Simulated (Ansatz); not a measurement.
`COBF` + H₂S → `COBS` + H–F at 298.15 K and 1 bar (ligand exchange at a B–F bond).

Computed with Ansatz on PBE0-D4/def2-TZVP structures; ΔE is electronic, products minus reactants. CBS: MP2 limit from def2 TZ/QZ plus the TZ coupled-cluster correction, frozen cores. This one scheme is used for every species. Each species was taken in one conformer, which may not be the lowest.

| species | CCSD(T)/CBS energy (Eh) | H − E (kJ/mol) | S (J/(mol·K)) |
| --- | --- | --- | --- |
| `COBF` | -240.31409 | 169.0 | 291.1 |
| H₂S | -398.97279 | 49.9 | 205.7 |
| `COBS` | -538.86373 | 189.5 | 310.6 |
| H–F | -100.39570 | 33.5 | 173.6 |

H − E and S are ideal-gas, rigid-rotor, harmonic terms from PBE0-D4/def2-TZVP, for one conformer and one mirror image of each species. 1 Eh = 2625.50 kJ/mol, R = 8.31446 J/(mol·K).

By hand: ΔE, ΔH, ΔS and ΔG.

ΔE = (-538.86373) + (-100.39570) − (-240.31409) − (-398.97279) = 0.02745 Eh = 72.1 kJ/mol. Δ(H − E) = 189.5 + 33.5 − 169.0 − 49.9 = 4.1, so ΔH = 76.2 kJ/mol. ΔS = 310.6 + 173.6 − 291.1 − 205.7 = -12.6 J/(mol·K). ΔG = 76.2 − 298.15 × (-12.6)/1000 = 80.0 kJ/mol.

By hand: the equilibrium constant, and the temperature at which ΔG would vanish if ΔH and ΔS stayed fixed.

log₁₀ K = −ΔG/(RT ln 10) = -14.0. ΔH and −TΔS have one sign here, so there is no such temperature.

The number of gas molecules stays the same, so ΔS is small and ΔH decides. A doubt of 5 kJ/mol in ΔE shifts log₁₀ K by 0.9 here. Other conformers and mirror images would add mixing entropy, several J/(mol·K) or more a flexible species. These are equilibria of isolated gas molecules and say nothing of rates. Largest T1 diagnostic: 0.013 (customary marks: 0.02 for closed shells, 0.045 for open ones).

ΔS is within the doubt of such terms, so its sign, and with it that verdict, could turn.
